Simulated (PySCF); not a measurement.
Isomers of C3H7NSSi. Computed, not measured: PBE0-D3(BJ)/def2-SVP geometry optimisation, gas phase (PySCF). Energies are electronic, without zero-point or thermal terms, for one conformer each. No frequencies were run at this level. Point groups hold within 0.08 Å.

Question: Rank from lowest to highest electronic energy at this level (kcal/mol).
A. `[CH2:1]=[N:2]/[CH:3]=[CH:4]\[S:5][SiH3:6]` with C1–N2–C3–C4 180°, C3–C4–S5–Si6 -1°
B. `[CH3:1][S:2][Si@H:3]([CH3:4])[C:5]#[N:6]` with C1–S2–Si3–C4 176°

Answer: B (0.0), A (33.9).

As drawn, the lower has a C≡N group and an Si–C bond, which the higher lacks; the higher has a C=N bond and a C=C bond outside aromatic rings, which the lower lacks.

```
         SMILES      E (Eh)  E rel (kcal/mol)  dipole (D)  point group     A, B, C (MHz)
 CS[Si@H](C)C#N  -860.19381               0.0        2.91           C1  2617, 1872, 1206
C=N/C=C\S[SiH3]  -860.13974              33.9        3.44           Cs  3303, 2020, 1273
```
